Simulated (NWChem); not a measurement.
Species: SiHCl, singlet; SMILES [SiH]Cl

Computed with NWChem. Pople sets run with spherical d functions. Low-valent species are run as closed-shell singlets; no triplet was tried in these runs. Coordinates come from a B3LYP/6-31G* (spherical d) optimisation. B3LYP is NWChem's, with the RPA form of VWN correlation. Static field.

```json
[
 {"level": "PBE/6-31+G*", "isotropic polarisability (bohr³)": "39.5", "anisotropy (bohr³)": "23.7"},
 {"level": "B3LYP/6-31+G*", "isotropic polarisability (bohr³)": "38.6", "anisotropy (bohr³)": "22.3"},
 {"level": "BHandHLYP/6-31+G*", "isotropic polarisability (bohr³)": "…", "anisotropy (bohr³)": "…"},
 {"level": "CAM-B3LYP/6-31+G*", "isotropic polarisability (bohr³)": "38.0", "anisotropy (bohr³)": "21.0"}
]
```

Some entries are withheld; supply them.


- BHandHLYP/6-31+G*, isotropic polarisability (bohr³): 37.4
- BHandHLYP/6-31+G*, anisotropy (bohr³): 20.1
